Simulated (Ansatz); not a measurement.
PBE exchange is replaced step by step with exact exchange (0 % is PBE, 25 % PBE0; no dispersion term), basis def2-TZVPD, Ansatz. System: the cluster NbS₃⁻ (the lowest singlet isomer of a short search). Total charge -1; singlet. Geometry: PBE-D4/def2-SVPD, each spin state at its own.

Geometry of the singlet:

Cartesian coordinates in Å:
```
Nb -0.297 -0.275 -0.259
S 1.688 -0.352 -1.261
S -0.235 -1.149 1.785
S -1.156 1.777 -0.265
```

In the def2 sets Nb takes a core potential; there is no spin–orbit coupling. At PBE-D4/def2-TZVPD, PBE with 5 % exact exchange/def2-TZVPD the highest occupied level of the charge -1 quintet lies above zero (up to 0.24 eV). It is a level of α spin, whose loss leaves a quartet; that state wasn't run at this geometry and level. The electron is either unbound and held by the finite basis, or the level is raised by self-interaction error. The structure comes from a short search, and lower isomers may exist.

```csv
exact exchange (%),HOMO (eV),LUMO (eV),gap (eV),triplet − singlet (kJ/mol),quintet − singlet (kJ/mol)
0,-1.02,-0.14,0.87,82.2,340.2
5,-1.22,0.00,1.22,82.8,338.9
10,-1.42,0.15,1.57,83.1,337.2
15,-1.63,0.29,1.92,83.3,335.2
25,-2.04,0.59,2.63,83.1,330.3
50,-3.10,1.32,4.42,79.2,313.3
```

Fit a straight line to the column «quintet − singlet (kJ/mol)» against the share of exact exchange and predict its value at 35 %.

With x = exact exchange (%) and y = quintet − singlet (kJ/mol): mean x = 17.5, mean y = 332.5; Σ(x − x̄)(y − ȳ) = -897.2, Σ(x − x̄)² = 1638; slope b = -0.5477, intercept a = ȳ − b·x̄ = 342.1. The residuals of the fitted rows reach 1.9. At x = 35 the line gives 342.1 + (-0.5477 × 35) = 322.9; the run gave 324.2, 1.3 more than the line.
